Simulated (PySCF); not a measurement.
C2HBClF, SMILES C#CB(F)Cl. Atoms are numbered in the order given.

```xyz
6

B      0.3941     0.0510     0.0000
C     -0.1172    -1.3826     0.0000
C     -0.5441    -2.5344     0.0000
H     -0.9196    -3.5499     0.0000
Cl    -0.7272     1.4095     0.0000
F      1.6977     0.3151     0.0000
```

Geometry optimised at PBE-D3(BJ)/def2-SVP.

Calculation: PBE0/def2-TZVP in PySCF.

ESP charges are fitted to the potential on shells at 1.4 to 2.0 van der Waals radii. Atomic charges (e):

```tsv
atom	Löwdin	ESP fit	Mulliken	IAO
B1	-1.04	0.44	0.37	0.46
C2	-0.02	-0.11	-0.04	-0.18
C3	-0.01	-0.32	-0.21	-0.14
H4	0.14	0.32	0.20	0.22
Cl5	0.60	-0.13	-0.11	-0.07
F6	0.34	-0.20	-0.21	-0.30
```

Computed Mayer and Wiberg (Löwdin basis) orders of the bonds:
```
bond    Mayer  Wiberg
------  -----  ------
B1–C2    1.11    1.28
C2–C3    2.77    2.85
C3–H4    0.96    0.91
B1–Cl5   1.31    2.13
B1–F6    1.22    2.08
```
